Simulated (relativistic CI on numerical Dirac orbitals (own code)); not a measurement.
## The 3d ions of charge 3+

Calculated at this level of theory: Dirac-Coulomb-Breit CI, separate exchange-only KLI orbitals for each configuration, model QED (radiative potential, 1s self-energy scaled to tabulated hydrogen-like ionisation energies), unscaled Slater integrals (own radial code, finite nucleus).

Each species is treated in one configuration, given outside its closed core, with all valence electrons in the open shell. Radial values are for the open shell of highest l, unscaled and averaged over j; ζ includes the Breit term. Labels give the leading LS character, summed over repeated terms.

```
 Ion  Configuration  Its lowest level  LS weight (%)  F² (cm⁻¹)  F⁴ (cm⁻¹)  ζ (cm⁻¹)  Next level  E (cm⁻¹)
Ti³⁺             3d            2D_3/2            100                           138.3      2D_5/2     347.8
 V³⁺            3d2              3F_2            100      81230      50910     194.9        3F_3    300.91
Cr³⁺            3d3            4F_3/2            100      86440      54120     264.9      4F_5/2    222.78
Mn³⁺            3d4              5D_0            100      91580      57290     350.2        5D_1    91.982
Fe³⁺            3d5            6S_5/2            100      96650      60420     452.6     4G_11/2     36742
Co³⁺            3d6              5D_4            100     101700      63510     574.2        5D_3    619.34
Ni³⁺            3d7                 ?              ?          ?          ?         ?           ?         ?
Cu³⁺            3d8              3F_4            100     111600      69610     883.9        3F_3    1812.7
Zn³⁺            3d9            2D_5/2            100                            1077      2D_3/2    2702.1
```

Task: Fill in the row of Ni³⁺.

Result: Its lowest level 4F_9/2; LS weight (%) 100; F² (cm⁻¹) 106600; F⁴ (cm⁻¹) 66570; ζ (cm⁻¹) 717.3; Next level 4F_7/2; E (cm⁻¹) 1154.4.

With one configuration, terms of near-neutral atoms and ions can be 10 to 25 % off, and close levels can change places.

At low charge ζ of a weakly bound d or f electron comes out too small.
